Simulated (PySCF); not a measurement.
Open shells across a group: open-shell PAH

Unrestricted PBE0/def2-SVP, gas phase, PySCF with density fitting, geometries GFN2-xTB; vertical differences of total energies; blanks did not converge.

Without diffuse functions Rydberg states are missing, so unbound LUMOs, wide gaps and states within about 2 eV of the ionisation energy come out too high, and electron affinities are rough.

```csv
system,multiplicity,<S²>,largest Mulliken spin on one atom,ionisation energy / eV,electron affinity / eV,next higher spin state / eV
[CH]1C=c2ccc3cc4ccccc4c4cc5cc6ccccc6c1c5c2c34 (C27H15),2,0.85,0.40,5.85,1.73,2.77
[CH]1C=Cc2cccc3c2c1c1cccc2c4cccc5cccc(c54)c3c12 (C27H15),2,0.84,0.44,5.78,1.70,2.53
[CH]1c2cccc3c4ccccc4c4c5ccccc5c5cccc1c5c4c23 (C27H15),2,0.83,0.47,5.89,1.64,3.29
```

Q: Give the same values for these members.

| system | multiplicity |
| --- | --- |
| [CH]1c2c3ccccc3cc3ccc4c5ccccc5c5cccc1c5c4c23 (C27H15) | 2 |

A: 
```
                                               system  multiplicity  <S²>  largest Mulliken spin on one atom  ionisation energy / eV  electron affinity / eV  next higher spin state / eV
[CH]1c2c3ccccc3cc3ccc4c5ccccc5c5cccc1c5c4c23 (C27H15)             2  0.84                               0.44                    5.85                    1.71                         3.24
```
